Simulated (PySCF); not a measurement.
C4H11GaO (SMILES C[CH2][Ga]([OH])[CH2]C), singlet, at a GFN2-xTB geometry (such geometries of metal compounds can be far from the true shape), atoms displaced at random by about 0.08 Å a coordinate; R2SCAN/STO-3G, gradient run with PySCF.

PySCF was given this input:
```python
from pyscf import gto, scf, dft

mol = gto.Mole()
mol.atom = '''
    Ga    0.022567    0.254581    0.172285
    C     1.367124   -1.228457    1.134441
    C     1.231303   -2.497207    0.445791
    H     1.247187   -1.070491    2.054045
    H     2.465189   -0.788345    0.968088
    H     1.450473   -2.580251   -0.547778
    H     0.153998   -3.050265    0.840056
    H     1.869586   -3.195533    1.052468
    C    -1.407553   -0.032265   -1.276858
    C    -1.941294    1.307538   -1.765291
    H    -2.031283   -0.752668   -0.940174
    H    -0.938438   -0.683752   -2.135517
    H    -1.261223    1.810830   -2.068541
    H    -2.341355    1.602572   -0.903836
    H    -2.818407    1.185618   -2.498331
    O     0.513366    1.846771    0.671337
    H     0.155208    2.612823    0.936775
'''
mol.basis = 'sto-3g'
mol.charge = 0
mol.spin = 0
mol.verbose = 4
mol.build()

mf = dft.RKS(mol)
mf.xc = 'r2scan'
mf.kernel()
g = mf.nuc_grad_method()
grad = g.kernel()
```

What the program printed (banner, timings and long lists left out):

```
PySCF version 2.14.0

[INPUT] verbose = 4
[INPUT] num. atoms = 17
[INPUT] num. electrons = 74
[INPUT] charge = 0
[INPUT] spin (= nelec alpha-beta = 2S) = 0
[INPUT] symmetry False subgroup None
[INPUT] Mole.unit = angstrom
[INPUT] Symbol           X                Y                Z      unit          X                Y                Z       unit  Magmom
[...]
nuclear repulsion = 450.279494024677
number of shells = 34
number of NR pGTOs = 162
number of NR cGTOs = 54
basis = sto-3g
ecp = {}

******** <class 'pyscf.dft.rks.RKS'> ********
method = RKS
initial guess = minao
damping factor = 0
level_shift factor = 0
DIIS = <class 'pyscf.scf.diis.CDIIS'>
diis_start_cycle = 1
diis_space = 8
diis_damp = 0
SCF conv_tol = 1e-09
SCF conv_tol_grad = None
SCF max_cycles = 50
direct_scf = True
direct_scf_tol = 1e-13
XC library pyscf.dft.libxc version 7.1.2
    S. Lehtola, C. Steigemann, M. J. T. Oliveira, and M. A. L. Marques,  SoftwareX 7, 1–5 (2018)
XC functionals = r2scan
    J. W. Furness, A. D. Kaplan, J. Ning, J. P. Perdew, and J. Sun,  J. Phys. Chem. Lett. 11, 8208–8215 (2020)
    J. W. Furness, A. D. Kaplan, J. Ning, J. P. Perdew, and J. Sun,  J. Phys. Chem. Lett. 11, 9248–9248 (2020)
    J. W. Furness, A. D. Kaplan, J. Ning, J. P. Perdew, and J. Sun,  J. Phys. Chem. Lett. 11, 8208–8215 (2020)
    J. W. Furness, A. D. Kaplan, J. Ning, J. P. Perdew, and J. Sun,  J. Phys. Chem. Lett. 11, 9248–9248 (2020)
radial grids:
    Treutler-Ahlrichs [JCP 102, 346 (1995); DOI:10.1063/1.469408] (M4) radial grids

becke partition: Becke, JCP 88, 2547 (1988); DOI:10.1063/1.454033
pruning grids: <function nwchem_prune>
grids dens level: 3
symmetrized grids: False
atomic radii adjust function: <function treutler_atomic_radii_adjust>
small_rho_cutoff = 0
Set gradient conv threshold to 3.16228e-05
Initial guess from minao.
tot grids = 199352
init E= -2131.63380422699
[...]
cycle= 1 E= -2133.03116108929  delta_E= -1.4  |g|= 0.774  |ddm|= 4.81
[...]
cycle= 2 E= -2088.5535314219  delta_E= 44.5  |g|= 6.93  |ddm|= 10.7
[...]
cycle= 3 E= -2132.47613457051  delta_E= -43.9  |g|= 1.61  |ddm|= 10.1
[...]
cycle= 4 E= -2131.9229376311  delta_E= 0.553  |g|= 1.68  |ddm|= 3.28
[...]
cycle= 5 E= -2133.33811227961  delta_E= -1.42  |g|= 0.147  |ddm|= 3.22
[...]
cycle= 6 E= -2132.36232125726  delta_E= 0.976  |g|= 1.59  |ddm|= 2.95
[...]
cycle= 7 E= -2132.18794600701  delta_E= 0.174  |g|= 1.63  |ddm|= 0.379
[...]
cycle= 8 E= -2132.15590920127  delta_E= 0.032  |g|= 1.64  |ddm|= 0.0737
[...]
[...]
[...]
cycle= 37 E= -2133.18796065484  delta_E= -1.1  |g|= 0.693  |ddm|= 3.18
[...]
cycle= 38 E= -2131.48275643922  delta_E= 1.71  |g|= 2.22  |ddm|= 3.47
[...]
cycle= 39 E= -2131.49513826856  delta_E= -0.0124  |g|=  2.2  |ddm|= 0.0887
[...]
cycle= 40 E= -2131.93235380175  delta_E= -0.437  |g|= 1.86  |ddm|= 0.942
[...]
cycle= 41 E= -2133.34116366041  delta_E= -1.41  |g|= 0.145  |ddm|= 2.96
[...]
cycle= 42 E= -2133.33873334343  delta_E= 0.00243  |g|= 0.166  |ddm|= 0.63
[...]
cycle= 43 E= -2133.3380037237  delta_E= 0.00073  |g|= 0.181  |ddm|= 0.761
[...]
cycle= 44 E= -2133.34862700182  delta_E= -0.0106  |g|= 0.0733  |ddm|= 0.387
[...]
cycle= 45 E= -2133.34521107041  delta_E= 0.00342  |g|= 0.112  |ddm|= 0.354
[...]
cycle= 46 E= -2133.35003620876  delta_E= -0.00483  |g|= 0.0356  |ddm|= 0.271
[...]
cycle= 47 E= -2133.35039903043  delta_E= -0.000363  |g|= 0.0199  |ddm|= 0.201
[...]
cycle= 48 E= -2133.35060162884  delta_E= -0.000203  |g|= 0.000985  |ddm|= 0.0836
[...]
cycle= 49 E= -2133.35060209675  delta_E= -4.68e-07  |g|= 0.000301  |ddm|= 0.007
[...]
cycle= 50 E= -2133.35060216512  delta_E= -6.84e-08  |g|= 0.000125  |ddm|= 0.00301
SCF not converged.
SCF energy = -2133.35060216512

WARN: Ground state RKS not converged

******** <class 'pyscf.grad.rks.Gradients'> for <class 'pyscf.dft.rks.RKS'> ********
unit = Eh/Bohr
grid_response = False
--------------- RKS gradients ---------------
         x                y                z
0 Ga    -0.0151346600    -0.0790313834    -0.0230279350
1 C    -0.0641510263    -0.1278453644     0.2217318978
2 C     0.0797994398     0.1205922686    -0.1521075906
3 H     0.0381998654    -0.0033426302    -0.1890817367
4 H     0.0484966756     0.0199745067    -0.0008237447
5 H    -0.0073413191     0.0000907404     0.0728746826
6 H    -0.0595252590    -0.0420581905     0.0488427749
7 H    -0.0088894571     0.0004419467     0.0230522209
8 C    -0.1418685556     0.0081009865     0.0400329889
9 C     0.2149281263     0.2069668194    -0.0073867267
10 H     0.0747849018     0.0414784729    -0.0399502906
11 H     0.0066895202    -0.0362162442    -0.0247042567
12 H    -0.1994076997    -0.1609281878     0.0954951560
13 H     0.0449993800    -0.0620410906    -0.0813262269
14 H    -0.0340802902    -0.0065170785    -0.0157080376
15 O    -0.0639376466     0.2602321861     0.0713190445
16 H     0.0843630364    -0.1423913265    -0.0395348518
----------------------------------------------
```

Convergence was not reached.
